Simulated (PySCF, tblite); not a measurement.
C6H9F.
Atom-mapped SMILES: `[CH2:1]=[CH:2]/[C:3](=[CH:4]\[F:5])[CH2:6][CH3:7]` (hydrogens: H8, H9 on C1; H10 on C2; H11 on C4; H12, H13 on C6; H14, H15, H16 on C7)

Computed with GFN2-xTB (tblite), gas phase: nudged elastic band of 9 images (0 to 8), spring 0.2 eV/Å², climbing image at the end, force threshold 0.05 eV/Å. No saddle search or frequency run followed, so the top image need not be a first-order saddle, and its height can exceed the method's true barrier by a kcal/mol or more.

Path: rotation about C3–C6 (fully substituted alkene carbon, allylic carbon), followed by the dihedral C2–C3–C6–C7.

Image 0 (start, dihedral 78°):
```
atom  x, y, z in Å
C1     -1.898   -1.003   -0.352
C2     -1.470    0.002    0.403
C3     -0.082    0.320    0.704
C4      0.221    1.345    1.500
F5     -0.713    2.132    2.068
C6      1.035   -0.478    0.091
C7      1.284   -0.054   -1.357
H8     -2.949   -1.162   -0.521
H9     -1.233   -1.703   -0.828
H10    -2.193    0.667    0.857
H11     1.219    1.652    1.776
H12     0.786   -1.540    0.125
H13     1.949   -0.329    0.670
H14     2.093   -0.639   -1.789
H15     1.556    0.998   -1.399
H16     0.390   -0.199   -1.958
```

Image 8 (end, +0.028 eV, dihedral 180°):
```
atom  x, y, z in Å
C1     -2.026   -1.419    0.367
C2     -1.582   -0.213    0.698
C3     -0.298    0.363    0.315
C4      0.025    1.592    0.717
F5     -0.801    2.340    1.475
C6      0.631   -0.464   -0.533
C7      1.956    0.196   -0.895
H8     -2.990   -1.766    0.699
H9     -1.461   -2.106   -0.239
H10    -2.202    0.430    1.309
H11     0.939    2.122    0.502
H12     0.101   -0.725   -1.454
H13     0.833   -1.396    0.001
H14     2.545   -0.485   -1.505
H15     2.529    0.434   -0.003
H16     1.795    1.108   -1.465
```

Task: What do the inner images look like?

Result: 
Image 1: +0.015 eV, dihedral 90°
```
atom  x, y, z in Å
C1     -1.969   -1.080   -0.254
C2     -1.507   -0.039    0.430
C3     -0.111    0.294    0.661
C4      0.219    1.361    1.391
F5     -0.690    2.186    1.945
C6      0.998   -0.520    0.050
C7      1.391    0.043   -1.316
H8     -3.027   -1.248   -0.358
H9     -1.329   -1.806   -0.728
H10    -2.210    0.650    0.880
H11     1.228    1.678    1.607
H12     0.676   -1.553   -0.066
H13     1.865   -0.507    0.712
H14     2.172   -0.565   -1.767
H15     1.759    1.061   -1.220
H16     0.528    0.053   -1.977
```

Image 2: +0.042 eV, dihedral 103°
```
atom  x, y, z in Å
C1     -2.037   -1.149   -0.148
C2     -1.544   -0.076    0.460
C3     -0.141    0.278    0.608
C4      0.209    1.377    1.279
F5     -0.682    2.216    1.840
C6      0.958   -0.547   -0.011
C7      1.504    0.125   -1.271
H8     -3.099   -1.322   -0.188
H9     -1.423   -1.897   -0.620
H10    -2.227    0.630    0.915
H11     1.224    1.710    1.437
H12     0.577   -1.532   -0.274
H13     1.764   -0.679    0.712
H14     2.264   -0.498   -1.735
H15     1.947    1.089   -1.034
H16     0.699    0.285   -1.984
```

Image 3: +0.068 eV, dihedral 116°
```
atom  x, y, z in Å
C1     -2.086   -1.211   -0.039
C2     -1.574   -0.106    0.491
C3     -0.171    0.273    0.549
C4      0.191    1.397    1.174
F5     -0.689    2.235    1.754
C6      0.911   -0.561   -0.090
C7      1.614    0.190   -1.219
H8     -3.147   -1.394   -0.015
H9     -1.491   -1.977   -0.507
H10    -2.242    0.610    0.952
H11     1.204    1.752    1.277
H12     0.477   -1.471   -0.499
H13     1.639   -0.851    0.671
H14     2.348   -0.452   -1.700
H15     2.125    1.075   -0.850
H16     0.884    0.502   -1.962
```

Image 4 (top): +0.083 eV, dihedral 129°
```
atom  x, y, z in Å
C1     -2.110   -1.266    0.066
C2     -1.595   -0.132    0.525
C3     -0.199    0.281    0.492
C4      0.163    1.426    1.075
F5     -0.712    2.247    1.686
C6      0.857   -0.562   -0.179
C7      1.716    0.231   -1.163
H8     -3.164   -1.467    0.153
H9     -1.524   -2.040   -0.402
H10    -2.253    0.586    0.998
H11     1.168    1.815    1.126
H12     0.375   -1.368   -0.729
H13     1.490   -1.015    0.588
H14     2.410   -0.433   -1.671
H15     2.292    1.006   -0.667
H16     1.078    0.700   -1.907
```

Image 5: +0.079 eV, dihedral 142°
```
atom  x, y, z in Å
C1     -2.110   -1.314    0.159
C2     -1.604   -0.155    0.563
C3     -0.225    0.296    0.439
C4      0.131    1.463    0.980
F5     -0.742    2.260    1.628
C6      0.800   -0.552   -0.271
C7      1.802    0.247   -1.100
H8     -3.152   -1.540    0.307
H9     -1.528   -2.083   -0.319
H10    -2.257    0.556    1.054
H11     1.118    1.896    0.971
H12     0.282   -1.235   -0.943
H13     1.327   -1.157    0.472
H14     2.449   -0.430   -1.652
H15     2.431    0.884   -0.485
H16     1.270    0.873   -1.813
```

Image 6: +0.059 eV, dihedral 155°
```
atom  x, y, z in Å
C1     -2.095   -1.356    0.243
C2     -1.604   -0.176    0.605
C3     -0.249    0.314    0.390
C4      0.097    1.504    0.883
F5     -0.767    2.276    1.573
C6      0.743   -0.533   -0.364
C7      1.871    0.246   -1.030
H8     -3.120   -1.610    0.451
H9     -1.515   -2.112   -0.258
H10    -2.250    0.522    1.122
H11     1.060    1.979    0.803
H12     0.204   -1.082   -1.139
H13     1.158   -1.271    0.329
H14     2.481   -0.426   -1.629
H15     2.519    0.727   -0.303
H16     1.458    1.008   -1.686
```

Image 7: +0.038 eV, dihedral 169°
```
atom  x, y, z in Å
C1     -2.069   -1.394    0.322
C2     -1.597   -0.195    0.645
C3     -0.273    0.333    0.341
C4      0.062    1.544    0.790
F5     -0.785    2.298    1.519
C6      0.686   -0.505   -0.462
C7      1.925    0.231   -0.957
H8     -3.070   -1.679    0.596
H9     -1.496   -2.133   -0.211
H10    -2.231    0.487    1.196
H11     1.000    2.052    0.641
H12     0.147   -0.906   -1.324
H13     0.987   -1.356    0.155
H14     2.522   -0.428   -1.583
H15     2.545    0.565   -0.130
H16     1.639    1.096   -1.551
```

The largest changes of bonds and angles from start to top: C3–C6 1.504 → 1.509 Å, C6–H12 1.091 → 1.088 Å, C6–C7 1.530 → 1.527 Å, C3–C6–C7 111.0 → 112.9°, C6–C7–H15 110.2 → 112.0°, C7–C6–H12 109.7 → 107.9°. GFN2-xTB torsional profiles can miss by a kcal/mol or more and can put conformers in the wrong order.

Task: What do single points at PBE0/pcSseg-1 (PySCF, no dispersion term) give on some images?

Result: 
```
image  GFN2-xTB E (eV)  DFT E (eV)  HOMO (eV)  LUMO (eV)  dipole (D)
    0            0.000       0.000      -6.62      -0.77        1.59
    2            0.042       0.068      -6.56      -0.78        1.63
    4            0.083       0.101      -6.56      -0.76        1.66
    6            0.059       0.046      -6.62      -0.72        1.72
    8            0.028       0.000      -6.66      -0.71        1.74
```

Energies count from image 0 at each level. At the GFN2-xTB top the DFT energy is 2.3 kcal/mol against 1.9; the geometries weren't optimised at the DFT level.

What follows is the cost of the whole band run. Time: 8.0 s of wall time; peak memory 0.18 GiB. Hardware: one thread of an Intel Xeon at 2.50 GHz, shared host with 64 logical CPUs at a one-minute load of 56.
